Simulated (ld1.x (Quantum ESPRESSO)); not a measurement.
**lanthanum, TM: configuration errors across variants**

```
Element                 : lanthanum
Generator               : ld1.x (Quantum ESPRESSO) 7.5
Type                    : norm-conserving Troullier–Martins (Kleinman–Bylander form)
Functional              : LDA (PZ)
Relativity              : scalar-relativistic
Frozen core             : [Xe]
Valence charge          : 3
Reference configuration : 4f0 5d1 6s2 6p0
Partial waves           : 6s (bound): rc 4.10 bohr; 6p (bound, empty): rc 4.05 bohr; 5d (bound): rc 2.35 bohr; 4f (bound, empty): rc 1.60 bohr
Local potential         : the f channel
Core correction         : Bessel-smoothed model core, default radius (core density twice the valence density)
```

All-electron excitation energies from the reference (eV): (1) 4f0 5d1 6s1 6p0 6.163; (2) 4f0 5d1 6s0 6p0 17.315; (3) 4f0 5d1 6s1.5 6p0 2.482; (4) 4f0 5d1 6s0 6p1 9.224; (5) 4f1 5d0 6s1 6p0 6.332; (6) 4f0 5d2 6s0 6p0 6.310; (7) 4f0 5d1 6s2 6p0 spin -0.097; (8) 4f0 5d1 6s1 6p0 spin 5.737.

Spin tests fill each open shell by Hund’s rule, majority spin first.

Tests that are not counted but printed errors over 1 eV. “base”: 4f1 5d0 6s2 6p0 (solver errors, printed error -26.4 eV). “wave 6s (bound): rc 4.10 bohr becomes 6s (bound): rc 2.70 bohr”: 4f0 5d1 6s0 6p0 (solver errors, printed error -4.5 eV). “wave 6s (bound): rc 4.10 bohr becomes 6s (bound): rc 3.20 bohr”: 4f1 5d0 6s2 6p0 (solver errors, printed error -3.5 eV). “wave 6s (bound): rc 4.10 bohr becomes 6s (bound): rc 3.86 bohr”: 4f1 5d0 6s1 6p0 (solver errors, printed error +5.4 eV); 4f1 5d0 6s2 6p0 (solver errors, printed error -26.4 eV). “wave 6s (bound): rc 4.10 bohr becomes 6s (bound): rc 4.36 bohr”: 4f1 5d0 6s1 6p0 (pseudo-atom not self-consistent, printed error -8.8 eV); 4f1 5d0 6s2 6p0 (solver errors, printed error -26.6 eV).

A true bound ghost makes a file unfit for plane-wave use even where its test errors are small: the radial tests pick states by their node count and pass the ghost by. Where a test does run into it, the solver fails or the error is huge.

Errors AE − PS in meV (a dash: test not solved or not reliable):

```csv
change,(1),(2),(3),(4),(5),(6),(7),(8),bound ghosts
base,-2.2,-46,-0.2,-16,-745,-76,+1.7,+5.4,"s, p, d"
wave 6s (bound): rc 4.10 bohr becomes 6s (bound): rc 2.70 bohr,-4.4,–,-0.5,-44,-548,-38,+1.7,-5.8,"p, s, d"
wave 6s (bound): rc 4.10 bohr becomes 6s (bound): rc 3.20 bohr,-1.8,-47,-0.1,-17,-719,-64,+1.7,+3.9,"s, p, d"
wave 6s (bound): rc 4.10 bohr becomes 6s (bound): rc 3.86 bohr,-2.2,-44,-0.2,-14,–,-80,+1.7,+6.1,"s, p, d"
wave 6s (bound): rc 4.10 bohr becomes 6s (bound): rc 4.36 bohr,-2.6,-57,-0.2,-23,–,-66,+1.8,+3.1,"s, p, d"
wave 6s (bound): rc 4.10 bohr becomes 6s (bound): rc 4.80 bohr,-3.7,-78,-0.3,-39,-704,-51,+1.9,-0.9,"s, p, d"
wave 6s (bound): rc 4.10 bohr becomes 6s (bound): rc 5.24 bohr,-6.9,-132,-0.6,-77,-659,-29,+2.2,-9.1,"s, p, d"
wave 6s (bound): rc 4.10 bohr becomes 6s (bound): rc 5.76 bohr,-13,-220,-1.1,-138,-607,-10,+2.4,-20,"s, p, d"
wave 6s (bound): rc 4.10 bohr becomes 6s (bound): rc 6.22 bohr,-19,–,-1.9,-200,-568,-2.5,+2.6,-29,"s, p, d"
```

Q: Give the same row for: wave 6s (bound): rc 4.10 bohr becomes 6s (bound): rc 3.52 bohr.

A: -2.1, -44, -0.2, -14, -748, -78, +1.7, +5.9; bound ghosts: s, p, d. Not counted: 4f1 5d0 6s2 6p0 (solver errors, printed error -26.3 eV).
